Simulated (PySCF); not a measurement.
I²⁺: excitation energy

I²⁺ [Kr] 4d10 5s2 5p3 (4S) → I²⁺ [Kr] 4d10 5s2 5p2 6s1 (4P), as a difference of total energies. Computed with PySCF 2.14 in aug-cc-pwCVTZ-PP with ECP28MDF, with a scalar-relativistic core potential. Correlated levels: valence: 4s2 4p6 4d10 frozen. The calculations carry no spin-orbit coupling.

| method | excitation energy (eV) |
| --- | --- |
| UHF | 15.210 |
| MP2 (valence) | 15.203 |
| SCS-MP2 (valence) | 15.200 |
| CCSD (valence) | 15.165 |
| CCSD(T) (valence) | 15.147 |

**Question.** How much does correlation contribute at CCSD(T) (valence)?

**Answer.** 15.147 − (15.210) = -0.063 eV, measured against UHF.

The promoted electron is Rydberg-like, and one or two diffuse shells describe it only roughly, which tends to raise the upper state.

The coupled-cluster amplitudes are large for the upper state (T1 above 0.03 or a double amplitude above 0.15), so a single reference is strained.
